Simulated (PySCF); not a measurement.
Precursor series Ti Cl-Br. All species are isolated molecules in the gas phase.

All values below come from PBE-D3(BJ)/def2-TZVP // BP86-D3(BJ)/def2-SVP in PySCF. 

```csv
species,charge on the central atom (Mulliken) (e),coordination number,charge on the central atom (meta-Löwdin) (e),LUMO (eV)
0 of 4 Cl replaced by Br ([Ti(Cl)4]),0.96,4,1.02,-4.62
1 of 4 Cl replaced by Br,0.93,4,1.01,-4.60
2 of 4 Cl replaced by Br ([Ti(Cl)2(Br)2]),0.90,4,0.99,-4.58
3 of 4 Cl replaced by Br ([Ti(Cl)(Br)3]),0.87,4,0.97,-4.56
4 of 4 Cl replaced by Br ([Ti(Br)4]),0.83,4,0.96,-4.54
```
